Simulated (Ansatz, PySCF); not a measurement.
Molecule: GeSe, net charge 0, singlet state. SMILES: [Ge]=[Se]
Structure (B3LYP-D3(BJ)/def2-TZVP (Ansatz, a program for electronic structure) minimum search):
```
Ge
Se 1 2.1569
```
Charge 0, spin multiplicity 1.

Property: vertical ionisation energy (to the doublet state of charge +1; each state is the SCF solution reached for its spin; for the singlet T1 is 0.025), in eV. Cores are frozen in the correlated levels unless marked. Open shells are spin-unrestricted. No spin-orbit coupling. Frozen are the shells of the preceding noble gas and the d and f shells that filled before the atom's block. Non-relativistic. CBS(X,Y): correlation extrapolated as X^-3; Hartree-Fock from the larger set.

```tsv
level	program	vertical ionisation energy (eV)
PBE0/def2-TZVPD	Ansatz	9.71
BHLYP/def2-TZVPD	Ansatz	9.50
wB97M-V/def2-TZVPD	Ansatz	9.57
CCSD/aug-cc-pVDZ	Ansatz	9.54
CCSD/def2-SVPD	Ansatz	9.55
CCSD/aug-cc-pVQZ	Ansatz	9.66
CCSD/def2-QZVPPD	Ansatz	9.64
CCSD/CBS(def2-TZVPPD,def2-QZVPPD)	Ansatz	9.70
CCSD(T)/aug-cc-pVDZ	Ansatz	9.68
CCSD(T)/def2-SVPD	Ansatz	9.69
CCSD(T)/aug-cc-pVTZ	Ansatz	9.79
CCSD(T)/aug-cc-pVQZ	Ansatz	9.84
CCSD(T)/def2-QZVPPD	Ansatz	9.82
CCSD(T)/CBS(def2-TZVPPD,def2-QZVPPD)	Ansatz	9.89
CCSD(T)/CBS(aug-cc-pVTZ,aug-cc-pVQZ)	Ansatz	9.89
```

For comparison, minus the highest occupied orbital energy (PySCF): 7.58 eV at PW6B95/def2-TZVPD, 6.63 eV at M06-L/def2-TZVPD, 7.35 eV at B3LYP/def2-TZVPD.
